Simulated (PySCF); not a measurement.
A PySCF script (with the pyscf-properties extension) for the spin–spin couplings of SMILES C#[C][GeH2][C]#N, C3H3GeN, on a PBE0-D3(BJ)/def2-SVP geometry:

```python
import basis_set_exchange as bse
import numpy as np
from pyscf import gto, dft
from pyscf.data import nist
from pyscf.prop import ssc

atoms = """
C     2.253019    0.431371   -0.411627
C     1.152695    0.009334   -0.116825
Ge   -0.552591   -0.653481    0.353011
C    -1.843397    0.678165   -0.165824
N    -2.633233    1.468932   -0.472260
H     3.224992    0.811296   -0.675046
H    -0.671313   -0.837240    1.866305
H    -0.878247   -1.928543   -0.425531
"""
names = {"C": "pcJ-1", "Ge": "pcSseg-1", "N": "pcJ-1", "H": "pcJ-1"}
basis = {el: gto.basis.parse(bse.get_basis(n, elements=[el], fmt="nwchem")) for el, n in names.items()}
mol = gto.M(atom=atoms, basis=basis, charge=0, verbose=0)
mf = dft.RKS(mol, xc="B3LYP")
mf.grids.level = 2
mf.grids.alignment = dft.numint.BLKSIZE   # the property module wants whole blocks of grid points
mf.conv_tol = 1e-9
mf.kernel()

sc = ssc.RKS(mf)
sc.with_fcsd = True   # Fermi contact and spin-dipole together
sc.max_cycle_cphf = 60
g = {"C": 1.4048236, "H": 5.58569468, "N": -0.566378}   # nuclear g factors of 13C, 1H, 15N
sc.nuc_pair = [(i, j) for i in range(mol.natm) for j in range(i + 1, mol.natm)
               if mol.atom_pure_symbol(i) in g and mol.atom_pure_symbol(j) in g]
K = sc.kernel()
unit = nist.HARTREE2J / nist.PLANCK * (0.5 * nist.E_MASS / nist.PROTON_MASS) ** 2
for (i, j), k in zip(sc.nuc_pair, K):
    a, b = mol.atom_pure_symbol(i), mol.atom_pure_symbol(j)
    J = unit * g[a] * g[b] * np.trace(k) / 3
    if abs(J) >= 1:
        print("%s%d %s%d %8.1f Hz" % (a, i, b, j, J))
```

Question: Give the expected output.

Answer: 
```
C0 C1    181.8 Hz
C0 C3      2.9 Hz
C0 H5    269.0 Hz
C0 H6      5.1 Hz
C0 H7      5.1 Hz
C1 C3      4.9 Hz
C1 H5     48.1 Hz
C1 H6     12.4 Hz
C1 H7     12.4 Hz
C3 N4    -12.3 Hz
C3 H5     -1.5 Hz
C3 H6     11.9 Hz
C3 H7     11.9 Hz
N4 H6     -1.1 Hz
N4 H7     -1.1 Hz
H5 H6     -2.3 Hz
H5 H7     -2.3 Hz
H6 H7     17.8 Hz
```

These numbers come from an equivalent density-fitted implementation of the same equations, which agrees with the script to about 0.1 Hz, so last digits may differ.

Size and cost of the density-fitted run: 179 basis functions, 32 s wall time on 1 thread of an Arm Neoverse V1, shared host; peak memory 0.83 GiB.
